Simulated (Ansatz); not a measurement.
System: KOH, charge 0, singlet. KOH (SMILES [K][OH]).
B3LYP-D3(BJ)/def2-TZVP minimum from Ansatz (a program for electronic structure):
```xyz
3

K      0.0000     0.0000    -0.7485
O      0.0000     0.0000     1.4737
H      0.0000     0.0000     2.4311
```

Total energies in def2-QZVPP, 8 correlated electrons, 10 frozen orbitals. Open shells are spin-unrestricted; no spin-orbit coupling. Correlated methods leave the cores frozen (noble-gas shells, and filled d and f shells in the p block). No relativity.

```json
[
 {"method": "HF", "program": "Ansatz", "energy (Eh)": "-674.65689", "minus CCSDT(Q) (mEh)": "301.48"},
 {"method": "MP2", "program": "Ansatz", "energy (Eh)": "-674.95092", "minus CCSDT(Q) (mEh)": "7.46"},
 {"method": "CCSD", "program": "Ansatz", "energy (Eh)": "-674.94687", "minus CCSDT(Q) (mEh)": "11.50"},
 {"method": "CCSD(T)", "program": "Ansatz", "energy (Eh)": "-674.95785", "minus CCSDT(Q) (mEh)": "0.53"},
 {"method": "CCSDT(Q)", "program": "Ansatz", "energy (Eh)": "-674.95837", "minus CCSDT(Q) (mEh)": "0.00"}
]
```

Rough core times of Ansatz's runs on a shared machine: CCSD(T) under 20 s, CCSDT(Q) 5 min.
